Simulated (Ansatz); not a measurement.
Mulliken charges of CH$_{6}$FGeN, SMILES `C[NH][GeH2][F]` from r2SCAN/def2-TZVPP in Ansatz (PBE0-D4/def2-TZVP geometry).

```json
{"atom": "C1", "x (Å)": "0.117", "y (Å)": "1.056", "z (Å)": "-0.945", "charge (e)": "-0.038"}
{"atom": "N2", "x (Å)": "-0.615", "y (Å)": "0.348", "z (Å)": "0.088", "charge (e)": "-0.367"}
{"atom": "Ge3", "x (Å)": "0.125", "y (Å)": "-1.009", "z (Å)": "1.022", "charge (e)": "0.542"}
{"atom": "F4", "x (Å)": "0.424", "y (Å)": "-2.405", "z (Å)": "0.003", "charge (e)": "-0.398"}
{"atom": "H5", "x (Å)": "0.129", "y (Å)": "0.540", "z (Å)": "-1.912", "charge (e)": "0.068"}
{"atom": "H6", "x (Å)": "-0.304", "y (Å)": "2.055", "z (Å)": "-1.094", "charge (e)": "0.053"}
{"atom": "H7", "x (Å)": "1.155", "y (Å)": "1.191", "z (Å)": "-0.631", "charge (e)": "0.051"}
{"atom": "H8", "x (Å)": "-1.596", "y (Å)": "0.245", "z (Å)": "-0.122", "charge (e)": "0.134"}
{"atom": "H9", "x (Å)": "1.513", "y (Å)": "-0.583", "z (Å)": "1.508", "charge (e)": "-0.024"}
{"atom": "H10", "x (Å)": "-0.865", "y (Å)": "-1.490", "z (Å)": "2.086", "charge (e)": "-0.021"}
```

Question: By hand: the dipole of these point charges (1 e Å = 4.8032 D).

Answer: Σ q r = (-0.060, 0.527, 0.240) e Å, of length 0.582 e Å = 2.80 D.

Question: How does the dipole of the full density compare? (An estimate is asked.)

Answer: Ansatz gave: (-0.161, 0.396, 0.057) e Å, 2.07 D; the point charges give 1.35 times that, at 22° from its direction.

Point charges leave out the atoms' own dipoles, such as those of lone pairs, and Mulliken's split depends on the basis, so the two needn't agree.
